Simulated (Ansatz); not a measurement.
`C[Se]B(Cl)Cl` + `N=C1O[SiH]1O` → `CO[SiH]1OC1=N` + `ClB(Cl)[SeH]`  (substitution at a C–Se bond)

Calculated with Ansatz (gas phase, PBE0-D4/def2-TZVP geometries, no zero-point term in ΔE). CCSD(T)/CBS adds triple-zeta CCSD(T) − MP2 to the extrapolated MP2 energy (def2 sets, frozen cores). DFT in def2-TZVPP. B3LYP here is the variant with VWN-RPA as its local correlation; programs differ in this. For Se outer-core shells are correlated without core-valence functions, which leaves a few kJ/mol of doubt a bond. Scalar relativity is left out up to krypton. Each species was taken in one conformer, which may not be the lowest.

| level | ΔE (kJ/mol) | difference from CCSD(T)/CBS |
| --- | --- | --- |
| PBE-D4 | 56.1 | -1.7 |
| r2SCAN-D4 | 55.4 | -2.4 |
| PBE0-D4 | 55.5 | -2.3 |
| ωB97X-V | 50.0 | -7.8 |
| B2PLYP | 53.5 | -4.3 |
| PBE | 55.1 | -2.7 |
| r2SCAN | 55.3 | -2.5 |
| PBE0 | 54.7 | -3.1 |
| B3LYP | 48.6 | -9.2 |
| HF/def2-TZVPP | 39.9 | -17.9 |
| MP2/def2-TZVPP | 64.2 | 6.4 |
| SCS-MP2/def2-TZVPP | 57.3 | -0.5 |
| CCSD/def2-TZVPP | 53.3 | -4.5 |
| CCSD(T)/def2-TZVPP | 55.7 | -2.1 |
| HF/def2-QZVPP | 39.5 | -18.3 |
| HF/CBS(def2) | 39.5 | -18.3 |
| CCSD(T)/CBS | 57.8 | 0 |

Largest T1 diagnostic among the species: 0.016.

In def2-TZVPP, CCSD(T) changes the Hartree–Fock value by +15.8 kJ/mol (the triples alone add +2.4 kJ/mol) and MP2 by +24.3 kJ/mol.
